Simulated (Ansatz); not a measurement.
`C=[C](N)[GeH3]` and `C=C(N)N` differ in one atom or group.

Ansatz, PBE0-D4/def2-TZVP geometries, multiplicity 1. Each molecule was computed in one conformer, which needn't be the lowest.

Scalar relativity is left out up to krypton.

| property | `C=[C](N)[GeH3]` |
| --- | --- |
| size of the dipole moment (ωB97M-V/def2-TZVPP) / D | 1.40 |
| HOMO–LUMO gap (ωB97M-V/def2-TZVPP) / eV | 10.58 |
| LUMO energy (PBE0/def2-TZVPP) / eV | 0.37 |
| size of the dipole moment (PBE/def2-TZVPP) / D | 1.51 |
| HOMO energy (PBE0/def2-TZVPP) / eV | -6.20 |
| HOMO–LUMO gap (B3LYP/def2-TZVPP) / eV | 6.12 |

**Question.** Give the same properties after the change, and the shifts. (An estimate is asked.)

**Answer.** Ansatz gave: 
```
                                          property  `C=C(N)N`  shift
size of the dipole moment (ωB97M-V/def2-TZVPP) / D       1.03  -0.37
           HOMO–LUMO gap (ωB97M-V/def2-TZVPP) / eV      10.31  -0.27
                LUMO energy (PBE0/def2-TZVPP) / eV       1.02   0.65
    size of the dipole moment (PBE/def2-TZVPP) / D       1.08  -0.43
                HOMO energy (PBE0/def2-TZVPP) / eV      -5.68   0.52
             HOMO–LUMO gap (B3LYP/def2-TZVPP) / eV       6.13   0.01
```

With PBE0 the HOMO rises by 0.52 eV and the LUMO rises by 0.65 eV, so the gap widens by about 0.13 eV. PBE moves the HOMO by 0.53 eV and ωB97M-V by 0.51 eV. The zero-point energy changes by 11.9 kJ/mol with -3 modes. Dipoles are sizes alone; their direction can turn.

Positive LUMOs are unbound, so they and the gaps depend on the basis.

B3LYP here is the variant with VWN-RPA as its local correlation; programs differ in this.
